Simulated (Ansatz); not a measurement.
# A relaxation, step by step

HfH3OF3, closed shell, PBE0-D4/def2-TZVP (Ansatz 0.2.0). Settings:

```yaml
hamiltonian: {xc: pbe0, dispersion: d4}
relax: {f_tol: 0.005, max_steps: 200}
```

Start, a step off a saddle point along its unstable mode:

| atom | x (Å) | y (Å) | z (Å) |
| --- | --- | --- | --- |
| Hf1 | -0.3311 | 0.5981 | -0.1462 |
| O2 | 0.9686 | -0.9748 | -0.4409 |
| F3 | -1.4036 | 0.6678 | -1.7177 |
| F4 | -1.4673 | 1.3829 | 1.1960 |
| F5 | 1.0549 | 1.8533 | -0.1579 |
| H6 | -0.1015 | -1.3339 | 0.5664 |
| H7 | -0.6139 | -1.1487 | 1.0278 |
| H8 | 1.8941 | -1.0446 | -0.3275 |

```tsv
step	energy less the last (meV)	largest force component (eV/Å)
1	1263.0	3.028
3	495.4	1.429
5	177.0	0.547
7	62.5	0.467
9	24.1	0.509
11	7.5	0.145
13 (rejected trial)	5.5	0.174
15	4.1	0.078
17	3.1	0.005
19	2.8	0.089
21	1.4	0.111
23	0.4	0.007
25	0.2	0.002
27 (rejected trial)	0.5	0.161
29	0.1	0.029
31 (rejected trial)	0.1	0.057
33	0.0	0.026
35	0.0	0.002
```

Step 9, positions (Å) and forces (eV/Å):

| atom | x | y | z | Fx | Fy | Fz |
| --- | --- | --- | --- | --- | --- | --- |
| Hf1 | 0.029 | 0.891 | -0.291 | 0.422 | -0.344 | 0.077 |
| O2 | 1.355 | -0.493 | -0.277 | 0.304 | -0.118 | -0.073 |
| F3 | -1.337 | 0.482 | -1.549 | -0.154 | -0.021 | -0.096 |
| F4 | -0.694 | 1.152 | 1.452 | -0.059 | 0.038 | 0.070 |
| F5 | 0.887 | 2.494 | -0.833 | -0.009 | 0.162 | -0.041 |
| H6 | -0.896 | -1.919 | 0.806 | -0.006 | -0.004 | -0.009 |
| H7 | -1.526 | -1.635 | 1.093 | 0.011 | 0.015 | -0.014 |
| H8 | 2.181 | -0.972 | -0.400 | -0.509 | 0.273 | 0.086 |

Step 17, positions (Å) and forces (eV/Å):

| atom | x | y | z | Fx | Fy | Fz |
| --- | --- | --- | --- | --- | --- | --- |
| Hf1 | 0.034 | 0.821 | -0.253 | 0.001 | -0.004 | 0.003 |
| O2 | 1.430 | -0.474 | -0.278 | 0.000 | 0.003 | 0.000 |
| F3 | -1.376 | 0.339 | -1.445 | 0.001 | -0.001 | 0.000 |
| F4 | -0.639 | 1.111 | 1.511 | 0.002 | 0.002 | -0.003 |
| F5 | 0.735 | 2.484 | -0.860 | -0.001 | -0.001 | 0.001 |
| H6 | -0.979 | -1.807 | 0.558 | -0.005 | -0.001 | -0.005 |
| H7 | -1.377 | -1.407 | 1.051 | 0.003 | 0.001 | 0.004 |
| H8 | 2.173 | -1.067 | -0.285 | 0.000 | 0.001 | 0.000 |

Step 21, positions (Å) and forces (eV/Å):

```tsv
atom	x	y	z	Fx	Fy	Fz
Hf1	0.047	0.827	-0.255	0.062	-0.086	-0.012
O2	1.461	-0.449	-0.278	0.087	-0.047	0.008
F3	-1.348	0.301	-1.443	-0.035	0.003	-0.027
F4	-0.629	1.097	1.509	-0.011	0.013	0.038
F5	0.714	2.501	-0.868	0.011	0.024	-0.007
H6	-1.167	-1.787	0.481	-0.006	0.004	0.003
H7	-1.274	-1.430	1.130	0.003	-0.005	-0.002
H8	2.194	-1.059	-0.275	-0.111	0.094	0.000
```

Last step (35):

```
8
angstrom
Hf 0.0505 0.8150 -0.2485
O 1.4850 -0.4343 -0.2549
F -1.3506 0.2657 -1.4243
F -0.6062 1.1090 1.5207
F 0.6969 2.4871 -0.8901
H -1.3264 -1.7079 0.4282
H -1.1668 -1.4937 1.1278
H 2.2177 -1.0409 -0.2589
```

Hardware: 8 CPU threads of an Intel Xeon 6975P-C, shared host. Wall time about 32 s.
